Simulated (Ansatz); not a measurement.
`C=N[SiH2]N1BC1` + `[SiH3]S` → `C=N[SiH2]S` + `[SiH3]N1BC1`  (redistribution)

Program: Ansatz. Geometries: PBE0-D4/def2-TZVP. ΔE: electronic, gas phase. CCSD(T)/CBS is the MP2 limit (def2-TZVPP, def2-QZVPP) plus CCSD(T) − MP2 in def2-TZVPP, frozen cores. DFT in def2-TZVPP. B3LYP here is the variant with VWN-RPA as its local correlation; programs differ in this. Each species was taken in one conformer, which may not be the lowest.

`C=N[SiH2]N1BC1`:

Z-matrix (Å, degrees):
```
Si
N 1 1.729
N 1 1.722 2 113.6
H 1 1.483 2 107.8 3 -120.7
H 1 1.483 2 107.7 3 120.8
C 2 1.257 1 127.0 3 -0.0
B 3 1.359 1 162.8 2 0.7
C 3 1.506 1 132.7 2 -179.1
H 6 1.100 2 124.3 1 -0.0
H 6 1.097 2 120.2 1 -180.0
H 7 1.184 3 142.4 1 0.0
H 8 1.089 3 115.4 1 -68.0
H 8 1.089 3 115.4 1 67.9
```

`[SiH3]S`:

Cartesian coordinates in Å:
```
Si -0.285 0.425 0.131
S 1.337 -0.662 -0.738
H -1.587 0.035 -0.467
H 0.006 1.846 -0.172
H -0.353 0.223 1.600
H 0.882 -1.867 -0.354
```

`C=N[SiH2]S`:

```xyz
9

C    -1.484   -0.697    0.746
N    -0.349   -0.163    0.832
Si    0.449    0.656   -0.478
S     2.230   -0.381   -1.010
H    -2.100   -0.701   -0.168
H    -1.925   -1.202    1.613
H     0.741    2.028   -0.002
H    -0.357    0.687   -1.732
H     2.796   -0.226    0.200
```

`[SiH3]N1BC1`:

Z-matrix (Å, degrees):
```
Si
N 1 1.718
H 1 1.486 2 109.8
H 1 1.484 2 108.6 3 120.4
H 1 1.486 2 109.8 3 -119.1
B 2 1.359 1 160.1 3 -121.0
C 2 1.499 1 135.0 3 59.5
H 6 1.183 2 142.6 1 0.4
H 7 1.089 2 115.5 1 67.9
H 7 1.089 2 115.5 1 -68.3
```

(1) Is it downhill or uphill in electronic energy at CCSD(T)/CBS, and by how much? (An estimate is asked.)

(2) What do these levels give: PBE0-D4, B3LYP-D4, ωB97M-V, PBE, r2SCAN, B3LYP, SCS-MP2/def2-TZVPP, CCSD(T)/def2-TZVPP, HF/def2-QZVPP, MP2/def2-QZVPP, SCS-MP2/def2-QZVPP, HF/CBS(def2)? (An estimate is asked.)

Largest T1 diagnostic among the species: 0.014.

Answers

(1) Ansatz gave: Uphill: ΔE = +4.2 kJ/mol.

(2) The calculation gave: PBE0-D4 3.7, B3LYP-D4 3.6, ωB97M-V 3.9, PBE 2.5, r2SCAN 3.8, B3LYP 2.4, SCS-MP2/def2-TZVPP 3.2, CCSD(T)/def2-TZVPP 4.5, HF/def2-QZVPP 2.6, MP2/def2-QZVPP 3.1, SCS-MP2/def2-QZVPP 3.1, HF/CBS(def2) 2.7 kJ/mol.
